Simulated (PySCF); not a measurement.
**Vibration and rotation of KBe⁺**

RHF-CCSD(T) constants of KBe⁺, ¹Σ⁺ (singlet), closed shell (basis K def2-SVPD, Be def2-SVPD; no relativity; PySCF 2.14; masses 38.9637 and 9.0122 u):

- ωe: 114.7 cm⁻¹
- ωexe: 2.91 cm⁻¹
- Be: 0.16934 cm⁻¹
- αe: 0.00459 cm⁻¹
- D (centrifugal): 1.48e-06 cm⁻¹
- De to K⁺ + Be: 0.155 eV

Problem. Give the band origin of the fundamental and the first lines of its P and R branches.

Solution. ν0 = ωe − 2ωexe = 108.9 cm⁻¹, B0 = 0.16704, B1 = 0.16245 cm⁻¹.

```json
{"J″": "0", "P(J″) − ν0": "", "R(J″) − ν0": "0.325"}
{"J″": "1", "P(J″) − ν0": "-0.334", "R(J″) − ν0": "0.641"}
{"J″": "2", "P(J″) − ν0": "-0.677", "R(J″) − ν0": "0.947"}
{"J″": "3", "P(J″) − ν0": "-1.030", "R(J″) − ν0": "1.244"}
{"J″": "4", "P(J″) − ν0": "-1.391", "R(J″) − ν0": "1.532"}
{"J″": "5", "P(J″) − ν0": "-1.762", "R(J″) − ν0": "1.810"}
{"J″": "6", "P(J″) − ν0": "-2.141", "R(J″) − ν0": "2.080"}
```

Problem. Near which J would the R branch turn back, without centrifugal distortion?

Solution. At J ≈ (B0 + B1)/(2(B0 − B1)) − 1 ≈ 35.

Correlated steps freeze 5 core orbitals. The bond is weak. Basis-set superposition, not corrected here, can be much of De in a small basis, most of all at correlated wavefunction levels. For an ion De counts to the pair picked by the measured ionisation energies or electron affinities, which need not be the lowest pair at this level.
